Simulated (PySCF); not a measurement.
**Bromine: a sound run and one with changed settings**

Sound run: Br⁺ [Ar] 3d10 4s2 4p4, Br²⁺ [Ar] 3d10 4s2 4p3. Computed with PySCF 2.14 in jorge-DZP-DKH, with the spin-free X2C one-electron Hamiltonian (Gaussian nucleus). The sound run starts from symmetry-adapted Hartree-Fock orbitals and uses a fine grid where one is needed.

Changed run: initial guess 1e, at most 8 SCF cycles. This setting is unsound on purpose.

```
species  method  sound run (hartree)  changed run (hartree)  converged
    Br⁺     UHF          -2603.87640            -2603.87640         no
    Br⁺   M06-L          -2605.53398            -2605.53398         no
    Br⁺    BP86          -2605.96755            -2605.96755         no
   Br²⁺     UHF          -2603.13296            -2603.13296         no
   Br²⁺   M06-L          -2604.74999            -2604.74999         no
   Br²⁺    BP86          -2605.17372            -2605.17372        yes
```

The SCF was stopped early; the energies are upper bounds that still move, and correlated levels were skipped or rest on poor orbitals.
